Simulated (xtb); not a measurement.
xtb input (GFN1-xTB):

```bash
xtb mol.xyz --gfn 1 --sp --chrg 0 --uhf 0
```
mol.xyz:
```
20

C      1.98162039    -1.77980326     0.51594298
O      0.63339901    -1.35619279     0.63157183
B      0.18885845    -0.22901414    -0.02192373
O      1.06104941     0.36691085    -0.90888640
C      1.09893436     1.74187762    -1.23182416
N     -1.12553538     0.22455066     0.26745451
C     -1.91520292     1.07877086    -0.59419318
C     -1.88460377    -0.31843218     1.37888080
H      2.67744999    -0.97909304     0.77736736
H      2.12118886    -2.61423171     1.20262803
H      2.20630696    -2.11111110    -0.50033668
H      2.14500463     2.04999383    -1.27602586
H      0.64635930     1.92723159    -2.20946773
H      0.58561901     2.35066789    -0.48392805
H     -1.38028127     1.32002554    -1.50791157
H     -2.84456956     0.57292842    -0.88269507
H     -2.19491726     2.01637908    -0.09791210
H     -2.72020613    -0.93713490     1.02835511
H     -1.24284278    -0.93230139     2.00408971
H     -2.30473183     0.48963891     1.98895154
```

End of the output:

```
         :::::::::::::::::::::::::::::::::::::::::::::::::::::
         ::                     SUMMARY                     ::
         :::::::::::::::::::::::::::::::::::::::::::::::::::::
         :: total energy             -29.032825246400 Eh    ::
         :: gradient norm              0.019924480487 Eh/a0 ::
         :: HOMO-LUMO gap              6.350742401999 eV    ::
         ::.................................................::
         :: SCC energy               -29.313735421442 Eh    ::
         :: -> electrostatic           0.093154818137 Eh    ::
         :: repulsion energy           0.288336924493 Eh    ::
         :: dispersion energy         -0.007426749451 Eh    ::
         :: halogen bond corr.         0.000000000000 Eh    ::
         :: add. restraining           0.000000000000 Eh    ::
         :: total charge              -0.000000000000 e     ::
         :::::::::::::::::::::::::::::::::::::::::::::::::::::

           -------------------------------------------------
          |                Property Printout                |
           -------------------------------------------------

    * Orbital Energies and Occupations

         #    Occupation            Energy/Eh            Energy/eV
      -------------------------------------------------------------
         1        2.0000           -0.7691092             -20.9285
       ...           ...                  ...                  ...
        12        2.0000           -0.5573522             -15.1663
        13        2.0000           -0.5451226             -14.8335
        14        2.0000           -0.5412038             -14.7269
        15        2.0000           -0.5335647             -14.5190
        16        2.0000           -0.5243052             -14.2671
        17        2.0000           -0.5054548             -13.7541
        18        2.0000           -0.4989191             -13.5763
        19        2.0000           -0.4862557             -13.2317
        20        2.0000           -0.4788031             -13.0289
        21        2.0000           -0.4647853             -12.6475
        22        2.0000           -0.4580396             -12.4639
        23        2.0000           -0.4479039             -12.1881
        24        2.0000           -0.3779480             -10.2845 (HOMO)
        25                         -0.1445625              -3.9337 (LUMO)
        26                         -0.1355794              -3.6893
        27                         -0.1237386              -3.3671
        28                         -0.1197729              -3.2592
        29                         -0.1105471              -3.0081
        30                         -0.0813644              -2.2140
        31                         -0.0766618              -2.0861
        32                         -0.0632974              -1.7224
        33                         -0.0566700              -1.5421
        34                         -0.0561365              -1.5276
        35                         -0.0452683              -1.2318
       ...                                ...                  ...
        56                          0.6610976              17.9894
      -------------------------------------------------------------
                  HL-Gap            0.2333855 Eh            6.3507 eV
             Fermi-level           -0.2612552 Eh           -7.1091 eV

  Mulliken/CM5 charges         n(s)   n(p)   n(d)
     1C     0.18080  0.06805   0.964  2.856  0.000
     2O    -0.48352 -0.51296   1.665  4.819  0.000
     3B     0.61699  0.52146   0.746  1.637  0.000
     4O    -0.49656 -0.52844   1.657  4.840  0.000
     5C     0.17816  0.06362   0.965  2.857  0.000
     6N    -0.36780 -0.56990   1.439  3.929  0.000
     7C     0.06079 -0.02110   0.977  2.962  0.000
     8C     0.06384 -0.01681   0.977  2.959  0.000
     9H     0.01943  0.08203   0.981  0.000  0.000
    10H     0.01862  0.07901   0.981  0.000  0.000
    11H     0.02299  0.08491   0.977  0.000  0.000
    12H     0.02279  0.08290   0.977  0.000  0.000
    13H     0.01630  0.07597   0.984  0.000  0.000
    14H     0.01650  0.07995   0.983  0.000  0.000
    15H     0.02855  0.09575   0.971  0.000  0.000
    16H     0.02014  0.08149   0.980  0.000  0.000
    17H     0.01303  0.07343   0.987  0.000  0.000
    18H     0.01607  0.07699   0.984  0.000  0.000
    19H     0.04051  0.11026   0.959  0.000  0.000
    20H     0.01236  0.07341   0.988  0.000  0.000

Wiberg/Mayer (AO) data.
largest (>0.10) Wiberg bond orders for each atom

 ---------------------------------------------------------------------------
     #   Z sym  total        # sym  WBO       # sym  WBO       # sym  WBO
 ---------------------------------------------------------------------------
     1   6 C    3.915 --    10 H    0.988     9 H    0.983    11 H    0.983
                             2 O    0.941
     2   8 O    2.142 --     3 B    1.051     1 C    0.941
     3   5 B    3.308 --     6 N    1.146     2 O    1.051     4 O    1.021
     4   8 O    2.115 --     3 B    1.021     5 C    0.946
     5   6 C    3.921 --    14 H    0.983    12 H    0.983    13 H    0.981
                             4 O    0.946
     6   7 N    3.226 --     3 B    1.146     7 C    0.978     8 C    0.974
     7   6 C    3.977 --    17 H    0.985    15 H    0.983    16 H    0.983
                             6 N    0.978
     8   6 C    3.972 --    20 H    0.987    18 H    0.985    19 H    0.984
                             6 N    0.974
     9   1 H    1.013 --     1 C    0.983
    10   1 H    1.019 --     1 C    0.988
    11   1 H    1.013 --     1 C    0.983
    12   1 H    1.018 --     5 C    0.983
    13   1 H    1.018 --     5 C    0.981
    14   1 H    1.008 --     5 C    0.983
    15   1 H    1.006 --     7 C    0.983
    16   1 H    1.007 --     7 C    0.983
    17   1 H    1.010 --     7 C    0.985
    18   1 H    1.007 --     8 C    0.985
    19   1 H    1.013 --     8 C    0.984
    20   1 H    1.009 --     8 C    0.987
 ---------------------------------------------------------------------------

Topologies differ in total number of bonds
Writing topology from bond orders to xtbtopo.mol

 dipole moment from electron density (au)
     X       Y       Z
  -0.1109   0.7678  -0.1151  total (Debye):    1.993

           -------------------------------------------------
          | TOTAL ENERGY              -29.032825246400 Eh   |
Note: The following floating-point exceptions are signalling: IEEE_DENORMAL
normal termination of xtb
          | GRADIENT NORM               0.019924480487 Eh/α |
          | HOMO-LUMO GAP               6.350742401999 eV   |
           -------------------------------------------------

------------------------------------------------------------------------
------------------------------------------------------------------------
 total:
 SCF:
```
